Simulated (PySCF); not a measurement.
H5GaO2, singlet (PBE0/def2-SVP optimised geometry):

```
8

Ga    -0.300    -0.640     0.000
H      1.267    -0.640     0.000
H     -1.267    -1.774     0.486
O     -1.104     1.031     0.000
H     -0.538     1.774     0.229
O     -0.914    -0.426    -2.043
H     -1.244     0.444    -1.695
H     -1.697    -0.942    -2.274
```

Method: PBE0/def2-TZVP (PySCF).

### Question
What are the frontier orbital energies and the dipole moment?

### Answer
HOMO-2 -9.03 eV, HOMO-1 -8.69 eV, HOMO -7.90 eV, LUMO -0.01 eV, LUMO+1 0.52 eV; dipole moment 1.50 D.

Meta-Löwdin charges at PBE0/def2-TZVP: Ga1 0.49, H2 -0.09, H3 -0.10, O4 -0.78, H5 0.33, O6 -0.59, H7 0.37, H8 0.36.
